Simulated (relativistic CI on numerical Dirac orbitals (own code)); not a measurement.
Slater and spin-orbit integrals, La³⁹⁺

Calculated at this level of theory: Dirac-Coulomb-Breit CI, orbitals from a KLI potential per configuration, QED by a radiative potential, unscaled Slater integrals (own radial code, finite nucleus).

Slater integrals F^k, G^k are unscaled and averaged over j, outside the closed core [Ne]; ζ comes from projecting the Hamiltonian with its Breit term on Σ l·s of the shell.

- 3s2 3p5 3d: ζ(3p) = 532750, F^2(3p,3d) = 388920, G^1(3p,3d) = 409770, G^3(3p,3d) = 275320, ζ(3d) = 72003 cm⁻¹; <r>(3p) = 0.2553, <r^2>(3p) = 0.07529, <r>(3d) = 0.2263, <r^2>(3d) = 0.05923 (bohr units).
- 3s 3p6 3d: G^2(3s,3d) = 308160, ζ(3d) = 72396 cm⁻¹; <r>(3s) = 0.2622, <r^2>(3s) = 0.07838, <r>(3d) = 0.2265, <r^2>(3d) = 0.05934 (bohr units).
- 3s2 3p5 4s: ζ(3p) = 539580, G^1(3p,4s) = 50787 cm⁻¹; <r>(3p) = 0.2538, <r^2>(3p) = 0.07443, <r>(4s) = 0.4972, <r^2>(4s) = 0.2781 (bohr units).

Averages of the first 10 configurations, taken without configuration mixing, which lowers the lowest level and can move excited configurations by several eV; other configurations of the list can lie among them:

```json
{"Configuration": "3s2 3p6", "Parity": "even", "States": "1", "Average energy above the lowest level (eV)": "0.4"}
{"Configuration": "3s2 3p5 3d", "Parity": "odd", "States": "60", "Average energy above the lowest level (eV)": "229.0"}
{"Configuration": "3s 3p6 3d", "Parity": "even", "States": "20", "Average energy above the lowest level (eV)": "442.3"}
{"Configuration": "3s2 3p5 4s", "Parity": "odd", "States": "12", "Average energy above the lowest level (eV)": "1336.5"}
{"Configuration": "3s2 3p5 4p", "Parity": "even", "States": "36", "Average energy above the lowest level (eV)": "1415.9"}
{"Configuration": "3s2 3p5 4d", "Parity": "odd", "States": "60", "Average energy above the lowest level (eV)": "1510.3"}
{"Configuration": "3p6 3d 4p", "Parity": "odd", "States": "60", "Average energy above the lowest level (eV)": "2071.1"}
{"Configuration": "3s 3p6 4s", "Parity": "even", "States": "4", "Average energy above the lowest level (eV)": "1551.1"}
{"Configuration": "3p6 3d2", "Parity": "even", "States": "45", "Average energy above the lowest level (eV)": "892.9"}
{"Configuration": "3p5 3d3", "Parity": "odd", "States": "720", "Average energy above the lowest level (eV)": "1119.9"}
```
